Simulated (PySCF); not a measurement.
A structure optimised at PBE-D3(BJ)/def2-SVP, used in a PySCF frequency run:

```
Ga
O 1 1.8119
C 2 1.4081 1 124.71
H 3 1.1140 2 110.15 1 126.64
H 3 1.1147 4 107.30 2 -120.75
H 3 1.1176 4 107.05 5 -114.91
P 1 2.3329 2 112.00 3 -174.09
H 7 1.4409 1 91.20 2 -44.76
H 7 1.4418 8 93.40 1 92.37
P 1 2.3496 2 116.79 3 -2.23
H 10 1.4413 1 91.39 2 151.11
H 10 1.4427 11 92.99 1 91.38
```
Charge 0, spin multiplicity 1.

Q: Write its SMILES and formula.

A: C[O][Ga]([PH2])[PH2], CH₇GaOP₂

Q: What are its rotational constants (standard atomic weights)?

A: 2.2937, 1.4890, 0.92113 GHz
